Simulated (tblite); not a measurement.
Species: C₅H₁₀SSeSi.
Numbering: `[CH2:1]=[CH:2][Se:3][Si:4]1([S:5][CH3:6])[CH2:7][CH2:8]1` (hydrogens: H9, H10 on C1; H11 on C2; H12, H13, H14 on C6; H15, H16 on C7; H17, H18 on C8)

Computed with GFN2-xTB (tblite), gas phase: L-BFGS steps from a force-field or distance-geometry start until the largest atomic force falls under 0.01 eV/Å.

Step 4: E = -649.8991 eV
```
atom  x, y, z in Å  |  force x, y, z in eV/Å
C1      2.5467    1.7633    0.4952    0.051  -0.109  -0.057
C2      2.6044    0.6122   -0.1401   -0.039   0.074  -0.034
Se3     1.3302    0.1569   -1.5018    0.103  -0.079   0.056
Si4    -0.0686   -0.8358    0.0058    0.204   0.420   0.020
S5     -0.8027    0.3434    1.6444    0.145   0.018   0.145
C6     -1.5704    1.6154    0.5924    0.069  -0.091   0.141
C7     -0.6378   -2.6034   -0.2273   -0.067  -0.096   0.033
C8     -1.5169   -1.5657   -0.9188   -0.124  -0.114  -0.097
H9      1.7991    2.4969    0.2609   -0.034   0.157   0.005
H10     3.2531    1.9970    1.2646    0.118   0.144   0.212
H11     3.3398   -0.1447    0.0788    0.063  -0.068  -0.054
H12    -2.3153    1.1594   -0.0374   -0.218  -0.103  -0.149
H13    -2.0222    2.3450    1.2423   -0.091   0.172   0.205
H14    -0.8020    2.0741   -0.0071    0.182   0.182  -0.185
H15    -1.0881   -3.1054    0.6073    0.024  -0.222   0.072
H16    -0.0715   -3.2358   -0.8842    0.099  -0.188   0.041
H17    -1.4868   -1.5919   -1.9915   -0.210  -0.067  -0.219
H18    -2.4996   -1.4746   -0.4953   -0.275  -0.030  -0.135
```

Step 5: E = -649.9210 eV
```
atom  x, y, z in Å  |  force x, y, z in eV/Å
C1      2.5486    1.7652    0.4975    0.063  -0.055  -0.033
C2      2.6073    0.6148   -0.1414    0.054   0.062   0.069
Se3     1.3381    0.1514   -1.4966    0.069  -0.031  -0.079
Si4    -0.0675   -0.8214    0.0056    0.014   0.069  -0.088
S5     -0.7965    0.3502    1.6437    0.155  -0.020   0.263
C6     -1.5686    1.6127    0.5971   -0.038   0.145  -0.040
C7     -0.6351   -2.5977   -0.2238   -0.021  -0.194   0.051
C8     -1.5155   -1.5652   -0.9194   -0.251  -0.071  -0.166
H9      1.8016    2.5041    0.2631    0.027   0.061   0.014
H10     3.2539    2.0041    1.2707    0.059   0.089   0.124
H11     3.3400   -0.1504    0.0718    0.035   0.034  -0.024
H12    -2.3180    1.1586   -0.0390   -0.094  -0.036  -0.017
H13    -2.0225    2.3479    1.2489   -0.018   0.043   0.084
H14    -0.8010    2.0774   -0.0099    0.044   0.110  -0.073
H15    -1.0798   -3.1234    0.6023   -0.017  -0.056   0.088
H16    -0.0738   -3.2489   -0.8708    0.117  -0.038  -0.013
H17    -1.5095   -1.5952   -1.9955   -0.050  -0.081  -0.142
H18    -2.5104   -1.4777   -0.5160   -0.148  -0.032  -0.019
```

Step 6: E = -649.9282 eV
```
atom  x, y, z in Å  |  force x, y, z in eV/Å
C1      2.5504    1.7660    0.4984    0.067  -0.014  -0.005
C2      2.6091    0.6157   -0.1412    0.063   0.077   0.088
Se3     1.3419    0.1492   -1.4963    0.067  -0.010  -0.105
Si4    -0.0674   -0.8163    0.0038   -0.129  -0.096  -0.119
S5     -0.7920    0.3521    1.6479    0.126   0.017   0.177
C6     -1.5687    1.6140    0.5977   -0.045   0.156  -0.051
C7     -0.6346   -2.5983   -0.2224   -0.031  -0.132   0.029
C8     -1.5184   -1.5665   -0.9218   -0.186  -0.073  -0.117
H9      1.8029    2.5073    0.2641    0.063   0.013   0.021
H10     3.2550    2.0078    1.2745    0.017   0.058   0.065
H11     3.3406   -0.1516    0.0693    0.042   0.049  -0.007
H12    -2.3203    1.1578   -0.0396   -0.017   0.005   0.054
H13    -2.0230    2.3497    1.2526    0.013  -0.007   0.024
H14    -0.8000    2.0803   -0.0119   -0.027   0.068  -0.014
H15    -1.0777   -3.1303    0.6025   -0.019   0.003   0.068
H16    -0.0726   -3.2537   -0.8668    0.101   0.013  -0.015
H17    -1.5175   -1.5977   -1.9994   -0.010  -0.088  -0.096
H18    -2.5165   -1.4791   -0.5228   -0.095  -0.039   0.003
```

Step 7: E = -649.9361 eV
```
atom  x, y, z in Å  |  force x, y, z in eV/Å
C1      2.5538    1.7677    0.4999    0.063   0.057   0.041
C2      2.6124    0.6177   -0.1397    0.052   0.049   0.059
Se3     1.3476    0.1466   -1.4982    0.061   0.007  -0.079
Si4    -0.0707   -0.8130   -0.0009   -0.249  -0.185  -0.114
S5     -0.7844    0.3550    1.6555    0.076   0.077  -0.024
C6     -1.5694    1.6181    0.5976   -0.008   0.081  -0.007
C7     -0.6351   -2.6010   -0.2207   -0.054  -0.049  -0.028
C8     -1.5248   -1.5699   -0.9265   -0.088  -0.100  -0.047
H9      1.8060    2.5108    0.2657    0.091  -0.029   0.025
H10     3.2563    2.0130    1.2799   -0.019   0.022   0.004
H11     3.3424   -0.1519    0.0663    0.054   0.059   0.016
H12    -2.3230    1.1572   -0.0390    0.060   0.045   0.122
H13    -2.0233    2.3516    1.2571    0.029  -0.029  -0.024
H14    -0.7996    2.0850   -0.0144   -0.093   0.029   0.040
H15    -1.0757   -3.1377    0.6043   -0.021   0.055   0.038
H16    -0.0691   -3.2587   -0.8626    0.061   0.066  -0.003
H17    -1.5267   -1.6024   -2.0058    0.019  -0.098  -0.031
H18    -2.5255   -1.4816   -0.5303   -0.035  -0.054   0.011
```

Problem. Estimate the geometry and energy of step 8. (The exact step hangs on the optimiser's Hessian estimate; all steps are aligned on step 7, rigid shifts and turns removed.)

Solution. E = -649.9425 eV, largest force 0.318 eV/Å
```
atom  x, y, z in Å  |  force x, y, z in eV/Å
C1      2.5579    1.7700    0.5018    0.049   0.078   0.055
C2      2.6159    0.6203   -0.1374    0.032   0.016   0.018
Se3     1.3535    0.1445   -1.5010    0.045   0.009  -0.013
Si4    -0.0778   -0.8131   -0.0067   -0.261  -0.158  -0.090
S5     -0.7767    0.3588    1.6611    0.041   0.104  -0.195
C6     -1.5699    1.6226    0.5977    0.034  -0.003   0.050
C7     -0.6367   -2.6046   -0.2200   -0.081   0.010  -0.066
C8     -1.5320   -1.5749   -0.9314   -0.019  -0.129   0.000
H9      1.8102    2.5134    0.2674    0.086  -0.034   0.021
H10     3.2573    2.0178    1.2847   -0.021   0.001  -0.018
H11     3.3450   -0.1510    0.0643    0.063   0.064   0.035
H12    -2.3243    1.1574   -0.0363    0.090   0.061   0.147
H13    -2.0232    2.3530    1.2607    0.028  -0.020  -0.037
H14    -0.8007    2.0897   -0.0160   -0.115   0.016   0.059
H15    -1.0746   -3.1428    0.6066   -0.023   0.077   0.010
H16    -0.0650   -3.2615   -0.8593    0.026   0.086   0.003
H17    -1.5338   -1.6083   -2.0118    0.027  -0.107   0.012
H18    -2.5338   -1.4848   -0.5361   -0.003  -0.072   0.008
```

The energy changes by -0.0064 eV. The first-order estimate −F·Δx gives -0.0084 eV and the mean of the old and new forces, exact on a quadratic surface, -0.0064 eV. The step makes an angle of 56° with the force vector and moves no atom by more than 0.011 Å.

What follows is the cost of the whole relaxation. Time: 6.9 s of wall time. Hardware: Intel Xeon at 2.50 GHz, one thread, no GPU, shared host.
